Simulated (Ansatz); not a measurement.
System: silicon monosulfide, SiS, charge 0, multiplicity 1. SMILES: [Si]=S
Geometry: optimised at B3LYP-D3(BJ)/def2-TZVP (Ansatz, a quantum-chemistry and plane-wave program).

Quantity: atomisation energy (electronic, to ground-state atoms), in kcal/mol. Correlated levels leave the core frozen unless marked. UHF or UKS for open shells. Spin-orbit coupling is left out. No relativistic terms. The coupled-cluster limit lacks core correlation, which all-electron functionals hold. Basis-set limits of correlation are two-point, X^-3; Hartree-Fock from the larger set (for Q and 5 zeta extrapolated as (X+1)exp(-9√X)). The bracket is a focal-point correction in the basis named.

| level | program | atomisation energy (kcal/mol) | rough core time |
|---|---|---|---|
| HF/STO-3G | Ansatz | 90.9 | - |
| HF/aug-cc-pV(D+d)Z | Ansatz | 88.1 | - |
| HF/aug-cc-pV(T+d)Z | Ansatz | 89.8 | - |
| HF/cc-pV(Q+d)Z | Ansatz | 90.1 | - |
| PBE-D3(BJ)/def2-TZVPD | Ansatz + dftd3 | 150.4 | under 20 s |
| BLYP-D4/def2-TZVPD | Ansatz + dftd4 | 147.1 | under 20 s |
| B97M-V/def2-TZVPD | Ansatz | 151.7 | under 20 s |
| B3LYP-D4/def2-TZVPD | Ansatz + dftd4 | 144.0 | under 20 s |
| BHLYP/def2-TZVPD | Ansatz | 134.0 | under 20 s |
| MP2/aug-cc-pV(D+d)Z | Ansatz | 137.3 | - |
| MP2/def2-SVP | Ansatz | 134.3 | - |
| RI-MP2/aug-cc-pV(T+d)Z | Ansatz | 145.7 | under 20 s |
| CCSD/def2-SVP | Ansatz | 125.1 | - |
| CCSD/aug-cc-pV(Q+d)Z | Ansatz | 137.1 | - |
| CCSD/CBS(cc-pV(Q+d)Z,cc-pV(5+d)Z) | Ansatz | 139.7 | - |
| CCSD(T)/def2-SVP | Ansatz | 130.9 | under 20 s |
| CCSD(T)/cc-pV(5+d)Z | Ansatz | 145.3 | under 20 s |
| CCSD(T) with core electrons (1s frozen past Ne)/cc-pwCVTZ | Ansatz | 139.8 | under 20 s |
| RI-MP2/CBS(aug-cc-pV(T+d)Z,aug-cc-pV(Q+d)Z)+[CCSD(T)-MP2]/aug-cc-pV(T+d)Z | Ansatz | 146.7 | under 20 s |
| CCSD(T)/CBS(cc-pV(T+d)Z,cc-pV(Q+d)Z) | Ansatz | 147.0 | under 20 s |
| CCSD(T)/CBS(cc-pV(Q+d)Z,cc-pV(5+d)Z) | Ansatz | 147.1 | 22 s |

Core times are rough, on shared machines, summed over the molecules involved; a dash marks a level read off another run, or run on other hardware, by another program or under a memory cap.
